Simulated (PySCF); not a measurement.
```xyz
6

O      1.1471    -0.2740     0.4865
Si    -0.3596     0.0252     0.0172
F     -0.5789     1.5324    -0.3797
F     -0.7855    -0.8384    -1.2278
F     -1.3032    -0.3224     1.2186
H      1.8801    -0.1228    -0.1149
```

Charge 0, multiplicity 1.

Q: Give the Mulliken and meta-Löwdin atomic charges from PySCF with PBE-D3(BJ)/def2-TZVP // r2SCAN-D4/def2-TZVP.

A: 
```
atom  Mulliken (e)  meta-Löwdin (e)
----  ------------  ---------------
O1           -0.44            -0.72
Si2           0.84             1.75
F3           -0.24            -0.47
F4           -0.24            -0.47
F5           -0.24            -0.46
H6            0.33             0.37
```
